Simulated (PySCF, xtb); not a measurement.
**Two structures of C2H6AlO+**

Structure a is a singlet given by its coordinates and structure b is a singlet given by its coordinates. Both are isolated ions in the gas phase, relaxed with PBE0-D3(BJ)/def2-SVP.

a (Å):

```csv
atom,x (Å),y (Å),z (Å)
C,-1.0259,-0.0694,-2.2283
C,-0.7216,-0.2284,-0.7469
Al,-2.6854,0.8579,-1.7944
O,-1.9172,0.4405,-0.1414
H,-0.2780,0.5282,-2.7705
H,-1.1458,-1.0261,-2.7585
H,-4.0417,1.6118,-1.9416
H,0.1678,0.3129,-0.3977
H,-0.7095,-1.2657,-0.3865
H,-1.9877,0.4860,0.8261
```

Close contacts (Å): C1–C2 1.52, C1–Al3 1.95, C2–O4 1.50, Al3–O4 1.87, C1–H5 1.10, C1–H6 1.10, C2–H8 1.10, C2–H9 1.10, Al3–H7 1.56, O4–H10 0.97.

b (Å):

```xyz
10

C    -2.8320    2.8670   -0.1920
C    -0.3482   -1.3812   -0.4369
Al   -1.3081    0.2614   -0.3430
O    -2.1205    1.6511   -0.2635
H    -2.9690    3.1483    0.8610
H    -2.2659    3.6521   -0.7114
H    -3.8133    2.7441   -0.6701
H     0.6407   -1.2580    0.0324
H    -0.9090   -2.1671    0.0936
H    -0.2187   -1.6731   -1.4911
```

Close contacts (Å): C1–O4 1.41, C2–Al3 1.90, Al3–O4 1.61, C1–H5 1.10, C1–H6 1.10, C1–H7 1.10, C2–H8 1.10, C2–H9 1.10, C2–H10 1.10.

Quicker runs give these differences E(b) − E(a): GFN2-xTB −19.6 kcal/mol; HF/STO-3G +16.6 kcal/mol (at GFN2-xTB geometries); r2SCAN-D4/def2-SVP −10.8 kcal/mol (at GFN2-xTB geometries).

Q: Which of the two would you expect CCSD(T)/def2-SVP + ΔMP2/def2-TZVPP electronic energies to favour?

A: Structure b; the calculation gives E(b) − E(a) = −11.2 kcal/mol.

How the difference moves with the method:

```
                             level              geometry  E(b) − E(a) (kcal/mol)  departure from the last row (kcal/mol)  job, with rough time for the two
                          GFN2-xTB              GFN2-xTB                     −19.6                                    −8.4              optimisation, 0.24 s
                         HF/STO-3G              GFN2-xTB                     +16.6                                   +27.8               single point, 1.3 s
                r2SCAN-D4/def2-SVP              GFN2-xTB                     −10.8                                    +0.4                single point, 18 s
              PBE0-D3(BJ)/def2-SVP  PBE0-D3(BJ)/def2-SVP                      −7.2                                    +4.0                optimisation, 57 s
                       HF/def2-SVP  PBE0-D3(BJ)/def2-SVP                     −10.8                                    +0.4           part of the CCSD(T) run
                      MP2/def2-SVP  PBE0-D3(BJ)/def2-SVP                     −10.2                                    +1.0           part of the CCSD(T) run
                  CCSD(T)/def2-SVP  PBE0-D3(BJ)/def2-SVP                      −9.4                                    +1.8                      single point
CCSD(T)/def2-SVP + ΔMP2/def2-TZVPP  PBE0-D3(BJ)/def2-SVP                     −11.2                                                        single point, 59 s
```

HF/STO-3G puts the two in the other order. The largest departure from CCSD(T)/def2-SVP + ΔMP2/def2-TZVPP is that of HF/STO-3G, 27.8 kcal/mol. The last row adds to CCSD(T) the change of the MP2 difference between the two basis sets, here −1.8 kcal/mol.

With thermal terms from frequencies at re-optimised GFN2-xTB minima (ideal gas, soft modes damped towards free rotors, one conformer each, 298.15 K, 1 atm): the zero-point term adds +0.7 kcal/mol; ΔH is −9.6 and ΔG −11.0 kcal/mol.

The correlated steps freeze 8 core orbitals. Run with PySCF 2.14.0, xtb 6.7.1; the last row on 2 threads of Arm Neoverse V2 on a shared host.
